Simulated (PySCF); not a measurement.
**Question.** What does the GFN2-xTB structure of `FC(F)[C@@H](F)C([O-])=O` look like in three dimensions? (Charge -1.)

**Answer.** 
```xyz
10
C3H2F3O2 angstrom
O      2.034    1.193   -0.750
C      1.466    0.194   -0.335
O      1.745   -0.998   -0.358
C      0.015    0.508    0.391
F      0.131    0.355    1.769
C     -0.985   -0.508   -0.099
F     -2.207   -0.426    0.529
F     -1.269   -0.318   -1.412
H     -0.314    1.535    0.208
H     -0.608   -1.531    0.035
```

Orientation and origin are arbitrary. Atoms count from 1 in this order. Of the pairs four or more bonds apart, O3···H10 is among the closest relative to their van der Waals radii: 2.44 Å, 90 % of the sum of Bondi's values. The 2 C–C bonds span 1.508 Å (C4–C6, drawn single) to 1.653 Å (C2–C4, drawn single), a spread of 0.145 Å. C2 (carboxylate carbon) is planar (angles 133.2°, 113.7° and 113.1°, sum 360.0°, 0.01 Å off the plane of its three neighbours). The C–F distances run from 1.357 Å (C6–F8, drawn single) to 1.391 Å (C4–F5, drawn single), a spread of 0.034 Å.

Bonds between heavy atoms (Å): O1=C2 1.222, C2–O3 1.225, C2–C4 1.653, C4–F5 1.391, C4–C6 1.508, C6–F7 1.377, C6–F8 1.357.

The geometry is computed with GFN2-xTB (gas phase).

Point group: C1 (no symmetry element, even within 0.4 Å). Whether it is a minimum is left open (no frequencies). Torsions: O1–C2–C4–F5 -107°, C2–C4–C6–F7 174°.

One conformer stands for the species.
